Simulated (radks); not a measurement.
Ca2+, configuration [Ar]. Method: Dirac Kohn-Sham, PBE, spin-unpolarised, spherical densities, point nucleus; computed with a radial shooting solver on a logarithmic mesh with Libxc functionals.

Normalised radial functions P(r) = r R(r) (large component), r in bohr:

r           3s1/2
0.005316   0.0892
0.006812   0.1105
0.00873    0.1356
0.01119    0.1645
0.01434    0.1965
0.01852    0.2309
0.02373    0.2623
0.03041    0.2864
0.03897    0.2953
0.04994    0.2786
0.06451    0.2224
0.08266    0.1202
0.1059    -0.0309
0.1357    -0.2169
0.1753    -0.4057
0.2247    -0.5226
0.2879    -0.5020
0.369     -0.2950
0.4728     0.0839
0.6108     0.5489
0.7827     0.9093
1.003      1.0376
1.285      0.9016
1.647      0.6066
2.128      0.3032
2.726      0.1133
3.494      0.0289
4.477      0.0046
5.737      0.0004

3s1/2: eigenvalue -62.230 eV, 2 radial nodes at r = 0.101, 0.450 bohr, <r> = 1.15 bohr, 90 % of the charge inside 1.72 bohr.
